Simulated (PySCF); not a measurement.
In(Br)(OH)2 (BrH2InO2), SMILES [OH][In]([OH])[Br].

Geometry optimised at PBE-D3(BJ)/def2-SVP. The def2 effective core potentials stand for the cores of In; spin–orbit coupling is left out. Other conformers were not sampled.

Calculation: PBE-D3(BJ)/def2-SVP run with PySCF.

Frequencies are harmonic and unscaled.

List the normal modes with their intensities. (Estimate from the structure and the level; the computed values follow.)


| mode | ν (cm⁻¹) | IR (km/mol) | moving atoms (share of kinetic energy) |
|---|---|---|---|
| 1 | 85 | 5.6 | O 56 %, In 20 %, Br 17 % |
| 2 | 112 | 18.6 | O 79 %, H 10 % |
| 3 | 113 | 13.5 | O 57 %, In 36 % |
| 4 | 245 | 20.2 | Br 61 %, In 35 % |
| 5 | 254 | 171.1 | H 94 % |
| 6 | 279 | 0.1 | H 92 %, O 8 % |
| 7 | 564 | 37.8 | O 90 % |
| 8 | 595 | 60.9 | O 81 %, In 17 % |
| 9 | 829 | 57.6 | H 94 % |
| 10 | 859 | 91.0 | H 93 % |
| 11 | 3686 | 65.3 | H 94 % |
| 12 | 3696 | 52.0 | H 94 % |
